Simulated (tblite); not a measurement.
Species: C3H4NO3S2 (charge -1).
Cartesian coordinates in Å at the GFN2-xTB level; atoms count from 1:
```xyz
13
C3H4NO3S2 angstrom
C     -1.4060   -0.2707   -0.6733
S     -0.4830    1.2235   -0.1368
O     -1.3615    1.8954    0.8476
C      0.8042    0.3162    0.8074
C      0.3717   -0.7646    1.5644
N      0.0252   -1.6952    2.1549
S      2.0568   -0.1354   -0.7362
O      1.3158   -1.1752   -1.4762
O      2.0048    1.1819   -1.3995
H     -1.8124   -0.7764    0.1958
H     -0.6962   -0.9020   -1.2013
H     -2.2033    0.0544   -1.3348
H      1.3796    1.0485    1.3700
```

Level: GFN2-xTB in tblite, geometry and Hessian alike; calculated harmonic values, unscaled, isolated species. Against measured fundamentals such values can be off by several per cent, at times by over 20. One conformer, not necessarily the lowest.

Harmonic wavenumbers (cm⁻¹): 27.8, 82.4, 98.6, 125.5, 178.9, 215.4, 227.5, 252.9, 297.4, 343.3, 376.1, 439.5, 486.1, 496.6, 587.8, 664.2, 703.2, 873.9, 900.5, 912.9, 1054.9, 1069.2, 1093.5, 1114.7, 1190.5, 1278.0, 1434.4, 1450.2, 2319.0, 2986.9, 3016.6, 3045.5, 3058.2.

A = 1578, B = 1125, C = 864.4 MHz; mass 165.963 u (most abundant isotopes); point group C1, symmetry number 1.

What is the zero-point energy?

½Σν̃ = 16201 cm⁻¹ = 46.32 kcal/mol.

Entropy at 500 K, 1 bar (ideal gas, RRHO, classical rotation)?

Translation 43.82, rotation 31.27, vibration 50.31: S = 125.4 cal/(mol K).

And Cp and H(500 K) − H(0)?

Cp = 48.77 cal/(mol K), of which vibrations give 40.82 (their classical limit is 33 R = 65.6); H(500 K) − H(0) = 16.09 kcal/mol without the zero-point energy, 12.11 from vibrations.

What must be added to the electronic energy to get the Gibbs energy at 500 K and 1 bar?

ZPE + [H(500 K) − H(0)] − T·S = 46.32 + 16.09 − 62.70 = -0.29 kcal/mol.

Blend soft modes into free rotors: weight 1/[1 + (100 cm⁻¹/ν̃)⁴] for the oscillator and the rest for a rotor with moment μB/(μ + B), μ = h/(8π²ν), B = 10⁻⁴⁴ kg m². What vibrational entropy results?

46.17 cal/(mol K) in place of 50.31, which changes −T·S at 500 K by +2.07 kcal/mol.

Which modes carry the vibrational entropy at 500 K?

27.8 cm⁻¹: 7.01; 82.4 cm⁻¹: 4.85; 98.6 cm⁻¹: 4.50; 125.5 cm⁻¹: 4.02; 178.9 cm⁻¹: 3.33; 215.4 cm⁻¹: 2.97 cal/(mol K); the other 27 give 23.63 together.

Hindered rotation and anharmonicity are outside this model. Other conformers, if any are populated, would add a mixing term that is left out. The structure is chiral; the term R ln 2 for an equal mix with its mirror image is left out.
